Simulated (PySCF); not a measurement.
Isomers of C4H9F3OSi.

All values: PBE0/pcSseg-1 (PySCF) at GFN2-xTB geometries, gas phase, one conformer each.

Question: Rank by LUMO energy, highest first.
A. `[CH3:1][CH2:2][CH2:3][O:4][C:5]([F:6])([F:7])[SiH2:8][F:9]` with C1–C2–C3–O4 -179°, C2–C3–O4–C5 178°, C3–O4–C5–F6 55°, O4–C5–Si8–F9 -60°
B. `[CH3:1][CH2:2][CH2:3][O:4][Si:5]([F:6])([F:7])[CH2:8][F:9]` with C1–C2–C3–O4 180°, C2–C3–O4–Si5 -165°, C3–O4–Si5–F6 174°, O4–Si5–C8–F9 -24°
C. `[CH3:1][SiH2:2][CH2:3][O:4][C:5]([F:6])([F:7])[CH2:8][F:9]` with C1–Si2–C3–O4 63°, Si2–C3–O4–C5 180°, C3–O4–C5–F6 -58°, O4–C5–C8–F9 179°

Answer: C (0.86 eV), B (0.50 eV), A (-0.02 eV).

Question: Rank by the lowest Hirshfeld charge on any atom, lowest value first.
A. `[F:1][CH2:2][C:3]([F:4])([F:5])[O:6][CH2:7][CH2:8][SiH3:9]` with F1–C2–C3–F4 57°, C2–C3–O6–C7 180°, C3–O6–C7–C8 180°, O6–C7–C8–Si9 180°
B. `[CH3:1][CH2:2][CH2:3][O:4][Si:5]([F:6])([F:7])[CH2:8][F:9]` with C1–C2–C3–O4 180°, C2–C3–O4–Si5 -165°, C3–O4–Si5–F6 174°, O4–Si5–C8–F9 -24°
C. `[CH3:1][CH2:2][CH2:3][O:4][C:5]([F:6])([F:7])[SiH2:8][F:9]` with C1–C2–C3–O4 -179°, C2–C3–O4–C5 178°, C3–O4–C5–F6 55°, O4–C5–Si8–F9 -60°

Answer: B (-0.214 e), C (-0.197 e), A (-0.159 e).

Question: Rank by HOMO–LUMO gap, lowest first.
A. `[F:1][CH2:2][C:3]([F:4])([F:5])[O:6][CH2:7][CH2:8][SiH3:9]` with F1–C2–C3–F4 57°, C2–C3–O6–C7 180°, C3–O6–C7–C8 180°, O6–C7–C8–Si9 180°
B. `[CH3:1][CH2:2][CH2:3][O:4][C:5]([F:6])([F:7])[SiH2:8][F:9]` with C1–C2–C3–O4 -179°, C2–C3–O4–C5 178°, C3–O4–C5–F6 55°, O4–C5–Si8–F9 -60°
C. `[CH3:1][CH:2]([CH3:3])[O:4][SiH2:5][C:6]([F:7])([F:8])[F:9]` with C1–C2–O4–Si5 83°, C2–O4–Si5–C6 -178°
D. `[CH3:1][CH2:2][CH2:3][O:4][Si:5]([F:6])([F:7])[CH2:8][F:9]` with C1–C2–C3–O4 180°, C2–C3–O4–Si5 -165°, C3–O4–Si5–F6 174°, O4–Si5–C8–F9 -24°
E. `[CH3:1][SiH2:2][CH2:3][O:4][C:5]([F:6])([F:7])[CH2:8][F:9]` with C1–Si2–C3–O4 63°, Si2–C3–O4–C5 180°, C3–O4–C5–F6 -58°, O4–C5–C8–F9 179°

Answer: C (8.68 eV), B (8.95 eV), D (9.30 eV), A (9.70 eV), E (9.94 eV).

All values together:

```csv
SMILES,μ (D),HOMO (eV),LUMO (eV),lowest IAO charge (e),highest IAO charge (e),lowest Hirshfeld charge (e),highest Hirshfeld charge (e)
C[SiH2]COC(F)(F)CF,3.16,-9.08,0.86,-0.716 (C),+0.790 (Si),-0.210 (C),+0.355 (Si)
FCC(F)(F)OCC[SiH3],3.09,-9.15,0.55,-0.538 (C),+0.702 (C),-0.159 (C),+0.329 (Si)
CCCO[Si](F)(F)CF,1.83,-8.80,0.50,-0.637 (O),+1.720 (Si),-0.214 (O),+0.565 (Si)
CC(C)O[SiH2]C(F)(F)F,4.09,-8.64,0.04,-0.646 (O),+1.000 (Si),-0.210 (O),+0.389 (Si)
CCCOC(F)(F)[SiH2]F,1.60,-8.97,-0.02,-0.531 (F),+1.106 (Si),-0.197 (F),+0.429 (Si)
```

Conformers: `[CH3:1][SiH2:2][CH2:3][O:4][C:5]([F:6])([F:7])[CH2:8][F:9]` with C1–Si2–C3–O4 63°, Si2–C3–O4–C5 180°, C3–O4–C5–F6 -58°, O4–C5–C8–F9 179°; `[F:1][CH2:2][C:3]([F:4])([F:5])[O:6][CH2:7][CH2:8][SiH3:9]` with F1–C2–C3–F4 57°, C2–C3–O6–C7 180°, C3–O6–C7–C8 180°, O6–C7–C8–Si9 180°; `[CH3:1][CH2:2][CH2:3][O:4][Si:5]([F:6])([F:7])[CH2:8][F:9]` with C1–C2–C3–O4 180°, C2–C3–O4–Si5 -165°, C3–O4–Si5–F6 174°, O4–Si5–C8–F9 -24°; `[CH3:1][CH:2]([CH3:3])[O:4][SiH2:5][C:6]([F:7])([F:8])[F:9]` with C1–C2–O4–Si5 83°, C2–O4–Si5–C6 -178°; `[CH3:1][CH2:2][CH2:3][O:4][C:5]([F:6])([F:7])[SiH2:8][F:9]` with C1–C2–C3–O4 -179°, C2–C3–O4–C5 178°, C3–O4–C5–F6 55°, O4–C5–Si8–F9 -60°.
